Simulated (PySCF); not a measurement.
# Arsenic: a sound run and one with changed settings

Sound run: As⁺ [Ar] 3d10 4s2 4p2, As²⁺ [Ar] 3d10 4s2 4p1. All numbers are calculated (PySCF 2.14, scalar relativity by spin-free X2C-1e, in x2c-SVPall (5s4p3d, 32 functions)). In the sound run the correlated levels freeze [Ar] 3d10. The sound run starts from symmetry-adapted Hartree-Fock orbitals and uses a fine grid where one is needed.

Changed run: the non-relativistic Hamiltonian (point nucleus). This setting is unsound on purpose.

```json
{"species": "As⁺", "method": "UHF", "sound run (hartree)": "-2258.27608", "changed run (hartree)": "-2223.30939", "converged": "yes"}
{"species": "As⁺", "method": "PBE0", "sound run (hartree)": "-2259.67908", "changed run (hartree)": "-2224.71371", "converged": "yes"}
{"species": "As⁺", "method": "MN15", "sound run (hartree)": "-2261.31526", "changed run (hartree)": "-2226.36371", "converged": "yes"}
{"species": "As⁺", "method": "MP2", "sound run (hartree)": "-2258.31988", "changed run (hartree)": "-2223.35375", "converged": "yes"}
{"species": "As⁺", "method": "CCSD(T)", "sound run (hartree)": "-2258.33699", "changed run (hartree)": "-2223.37179", "converged": "yes"}
{"species": "As²⁺", "method": "UHF", "sound run (hartree)": "-2257.61457", "changed run (hartree)": "-2222.64570", "converged": "yes"}
{"species": "As²⁺", "method": "PBE0", "sound run (hartree)": "-2258.99561", "changed run (hartree)": "-2224.02829", "converged": "yes"}
{"species": "As²⁺", "method": "MN15", "sound run (hartree)": "-2260.62958", "changed run (hartree)": "-2225.67476", "converged": "yes"}
{"species": "As²⁺", "method": "MP2", "sound run (hartree)": "-2257.64876", "changed run (hartree)": "-2222.68048", "converged": "yes"}
{"species": "As²⁺", "method": "CCSD(T)", "sound run (hartree)": "-2257.66464", "changed run (hartree)": "-2222.69755", "converged": "yes"}
```

Ionisation energy of As⁺:

```json
{"method": "UHF", "sound run (eV)": "18.001", "changed run (eV)": "18.060"}
{"method": "PBE0", "sound run (eV)": "18.598", "changed run (eV)": "18.651"}
{"method": "MN15", "sound run (eV)": "18.658", "changed run (eV)": "18.747"}
{"method": "MP2", "sound run (eV)": "18.262", "changed run (eV)": "18.321"}
{"method": "SCS-MP2", "sound run (eV)": "18.195", "changed run (eV)": "18.253"}
{"method": "CCSD", "sound run (eV)": "18.288", "changed run (eV)": "18.339"}
{"method": "CCSD(T)", "sound run (eV)": "18.296", "changed run (eV)": "18.347"}
```

Most of the change in total energy is the relativistic energy itself. On top of that the contraction fixes the core shape for the Hamiltonian it was made with, so the changed run is not a good calculation with the other Hamiltonian either.

For comparison, NIST gives 18.589 eV between the lowest levels.
